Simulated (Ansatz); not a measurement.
H6O3Si2, SMILES `O[SiH2][SiH](O)O` at its PBE0-D4/def2-TZVP geometry, where that method's forces vanish. Total charge 0; spin multiplicity 1.

```xyz
11

O     0.4152    1.8899   -0.0750
Si    0.1966    0.5942   -1.1038
Si   -0.6116   -1.0054    0.4307
O    -0.8029   -0.1175    1.8029
O     0.3987   -2.2852    0.6345
H     0.7253    2.7198   -0.4401
H     1.4879    0.2261   -1.7573
H    -0.7516    0.9464   -2.2009
H    -1.8954   -1.6429    0.0631
H    -0.4640    0.7814    1.7446
H     1.3017   -2.1068    0.9013
```

**Question.** What forces (eV/Å) does ωB97M-V/def2-TZVPP give on these atoms in the Gaussian-basis code of Ansatz? (An estimate is asked.)

**Answer.** Ansatz gave: 
```
O1   0.025  0.111  0.029
Si2 -0.021 -0.183 -0.173
Si3 -0.191  0.015 -0.186
O4   0.019  0.099  0.033
O5   0.106 -0.044  0.018
H6  -0.011 -0.020  0.035
H7  -0.139  0.040  0.071
H8   0.106 -0.038  0.122
H9   0.146  0.075  0.038
H10 -0.017 -0.031  0.024
H11 -0.022 -0.026 -0.010
```
